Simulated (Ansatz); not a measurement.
Ansatz (a quantum-chemistry and plane-wave program) input:
A basis named .json is the Basis Set Exchange file of that set.

Ansatz 0.2 input:
```yaml
crystal:
  periodic: [false, false, false]
  atoms:
    - {symbol: Zr, position_ang: [0.45549064, 0.30104354, -0.20346954]}
    - {symbol: O, position_ang: [-0.63069260, 1.35966071, -1.04649118]}
    - {symbol: Cl, position_ang: [-0.77494616, -1.34817808, 0.97121829]}
basis:
  gaussian:
    orbitals: def2-TZVPPD.json
total_charge: 1
magnetization: {spin_polarized: false}
correlation: {method: ccsd_t, electrons: outside_noble_gas}
```

**Question.** Predict the final energy.

**Answer.** -581.34272 Eh (CCSD(T)/def2-TZVPPD). The basis has 147 functions.

This state (charge 1, singlet) is run at the relaxed geometry of the species with charge 0 and multiplicity 2.
